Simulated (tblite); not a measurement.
C3H3F2NSi.
Cartesian coordinates in Å at the GFN2-xTB level; atoms count from 1:
```
atom  x, y, z in Å
C1     0.5381    1.4153   -0.4252
C2     0.4456    0.1594    0.0219
C3     1.6172   -0.5369    0.3950
N4     2.5502   -1.1217    0.7135
Si5   -1.1865   -0.7749    0.1941
F6    -2.3467    0.2343   -0.2374
F7    -1.2693   -1.9042   -0.9300
H8    -0.3394    1.9741   -0.7050
H9     1.4889    1.9161   -0.5247
H10   -1.4895   -1.3567    1.4753
```

Level: GFN2-xTB in tblite, geometry and Hessian alike; calculated harmonic values, unscaled, isolated species. The method is semi-empirical: single wavenumbers can be off by several per cent or more. Modes of hydrogen on silicon can be 10 to 20 % off. One conformer, not necessarily the lowest.

Harmonic wavenumbers (cm⁻¹): 26.3, 103.5, 157.3, 173.9, 230.3, 273.1, 319.3, 479.8, 505.6, 614.1, 635.9, 673.0, 716.4, 841.6, 887.5, 930.5, 940.9, 1186.5, 1400.0, 1627.3, 2369.4, 2472.5, 3087.1, 3123.8.

A = 3636, B = 1533, C = 1192 MHz; mass 119.000 u (most abundant isotopes); point group C1, symmetry number 1.

**Question.** What is the zero-point energy?

**Answer.** ½Σν̃ = 11888 cm⁻¹ = 142.21 kJ/mol.

**Question.** Give the ideal-gas entropy at 500 K and 1 bar in the rigid-rotor, harmonic-oscillator model (classical rotation).

**Answer.** Translation 179.21, rotation 124.74, vibration 149.99: S = 453.9 J/(mol K).

**Question.** And Cp and H(500 K) − H(0)?

**Answer.** Cp = 156.86 J/(mol K), of which vibrations give 123.61 (their classical limit is 24 R = 199.5); H(500 K) − H(0) = 52.77 kJ/mol without the zero-point energy, 36.14 from vibrations.

**Question.** Blend soft modes into free rotors: weight 1/[1 + (100 cm⁻¹/ν̃)⁴] for the oscillator and the rest for a rotor with moment μB/(μ + B), μ = h/(8π²ν), B = 10⁻⁴⁴ kg m². What vibrational entropy results?

**Answer.** 137.16 J/(mol K) in place of 149.99, which changes −T·S at 500 K by +6.42 kJ/mol.

**Question.** What must be added to the electronic energy to get the Gibbs energy at 500 K and 1 bar?

**Answer.** ZPE + [H(500 K) − H(0)] − T·S = 142.21 + 52.77 − 226.97 = -31.99 kJ/mol.

**Question.** How do the functions run with temperature in this model?

**Answer.** 
```
 T (K)  S (J/(mol K))  Cp (J/(mol K))  H − H(0) (kJ/mol)  G − H(0) (kJ/mol)  ln q(vib)
    50          240.9            49.4               2.05             -10.00       0.70
   100          281.0            68.0               5.00             -23.11       1.68
298.15          381.5           122.8              24.21             -89.55       5.63
373.15          410.8           137.9              34.00            -119.28       7.06
   750          522.5           180.6              95.21            -296.63      13.39
  1000          576.6           195.2             142.32            -434.24      16.90
```

q(vib) and H(0) count from the zero-point level.

Hindered rotation and anharmonicity are outside this model. Other conformers, if any are populated, would add a mixing term that is left out. The structure is chiral; the term R ln 2 for an equal mix with its mirror image is left out.

The run took 0.38 s wall on one thread of an Arm Neoverse N1, shared host with 64 logical CPUs at a one-minute load of 50. The figure is for the frequency step alone.
